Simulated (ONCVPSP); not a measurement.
What one change does to a pseudopotential (oxygen, ONCV)

O (Z = 8), optimised norm-conserving Vanderbilt (ONCV), made with ONCVPSP 4.0.1 (PBE, non-relativistic). Core [He], reference 2s2 2p4. Waves: 2s: rc 0.60 bohr, ncon 4, nbas 8, qcut 11.1 1/bohr, 1 projector; 2p: rc 1.80 bohr, ncon 5, nbas 9, qcut 8.3 1/bohr, 2 projectors, debl 3.7 Ha; d scattering state at 0.41 Ha: rc 1.90 bohr, ncon 4, nbas 7, qcut 5.1 1/bohr, 2 projectors, debl 1.2 Ha. Local part: polynomial inside 0.55 bohr (lpopt 5, dvloc0 1 Ha). Core correction: Teter function, fcfact 3.5, rcfact 1.2.

Change: functional PBEsol.

Cutoffs: the cutoffs (Ha) at which the residual kinetic energy of the hardest occupied pseudo-wave falls to 1 and 0.1 mHa per electron; they do not see the model core or the augmentation charge, which bear on the density cutoff. Errors are all-electron minus pseudo energies relative to the spin-unpolarised reference configuration.

Q: What does the change do?

A: The potential gets neither clearly harder nor softer (222 Ha and 471 Ha → 224 Ha and 471 Ha); of the 4 tests that both files solve, the error grows in 1 and shrinks in 0 by more than 15 % and 0.3 meV (median size 195.1 → 192.4 meV); the range in which the d phases agree widens (upper end 2.1 → 3.9); neither file shows a bound ghost.

| quantity | base | changed |
| --- | --- | --- |
| cutoff, loose | 222 Ha | 224 Ha |
| cutoff, tight | 471 Ha | 471 Ha |
| loose cutoff by channel | s 222 Ha, p 25 Ha | s 224 Ha, p 25 Ha |
| bound ghosts | none | none |
| GHOST(+) flags under 300 eV | d at 57.8 eV | d at 51.7 eV |
| error for 2s2 2p3, meV [ΔE 16.44 → 16.37 eV] | +45 | +45 |
| error for 2s2 2p2, meV [ΔE 50.03 → 49.85 eV] | +346 | +340 |
| error for 2s2 2p1, meV [ΔE 103.90 → 103.56 eV] | +1314 | +1273 |
| error for 2s0 2p6, meV [ΔE 29.83 → 29.64 eV] | +19 | +27 |
| s: phases at 0.61 bohr within 0.05 rad from the reference energy up to (Ha; the scan ends near 5) | 3.4 | 3.4 |
| p: phases at 1.82 bohr within 0.05 rad from the reference energy up to (Ha; the scan ends near 5) | to the end of the scan | to the end of the scan |
| d: phases at 1.92 bohr within 0.05 rad from the reference energy up to (Ha; the scan ends near 5) | 2.1 | 3.9 |
| rms error of d²Exc/dni dnj with the model core, mHa | 1.81 | 1.49 |
